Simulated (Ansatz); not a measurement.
Reaction (isomerisation): `F/C(S)=C\[SiH3]` → `F[Si]1(S)CC1`

Gas-phase electronic energies from Ansatz, PBE0-D4/def2-TZVP geometries. CCSD(T)/CBS is the MP2 limit (def2-TZVPP, def2-QZVPP) plus CCSD(T) − MP2 in def2-TZVPP, frozen cores. Functionals use def2-TZVPP. Each species was taken in one conformer, which may not be the lowest.

`F/C(S)=C\[SiH3]`:

Cartesian coordinates in Å:
```
F -0.463 0.737 -1.574
C -0.868 -0.167 -0.674
S -2.323 -1.011 -1.157
C -0.166 -0.414 0.425
Si 1.481 0.342 0.830
H -2.849 0.021 -1.838
H -0.611 -1.121 1.117
H 2.127 0.887 -0.388
H 1.325 1.433 1.829
H 2.348 -0.707 1.429
```

`F[Si]1(S)CC1`:

Cartesian coordinates in Å:
```
F -1.620 -1.214 -0.904
Si -0.247 -0.483 -0.557
S 1.330 -1.145 -1.783
C -0.271 1.237 0.017
C -0.018 0.139 1.134
H 1.339 -2.394 -1.282
H -1.218 1.761 0.103
H 0.558 1.909 -0.180
H -0.817 0.037 1.862
H 0.965 0.153 1.591
```

```json
{"level": "B97M-V", "ΔE (kJ/mol)": "-261.7"}
{"level": "MP2/def2-QZVPP", "ΔE (kJ/mol)": "-276.1"}
```

What does CCSD(T)/CBS give? (An estimate is asked.)

Computed: -260.8 kJ/mol. The listed levels differ from it by -0.9, -15.3 kJ/mol.

Largest T1 diagnostic among the species: 0.013.

From r2SCAN to r2SCAN0 (25 % exact exchange), in def2-TZVPP and without D4, ΔE moves by −10.1 kJ/mol. In def2-TZVPP, CCSD(T) changes the Hartree–Fock value by −14.8 kJ/mol (the triples alone add +2.8 kJ/mol) and MP2 by −32.8 kJ/mol. Leaving LDA and LC-ωPBE aside and taking each functional with its dispersion term where it has one, the values, not all of them listed here, spread over 44.9 kJ/mol, from PBE-QIDH to BLYP-D4. LDA lies −7.8 kJ/mol from PBE without D4.
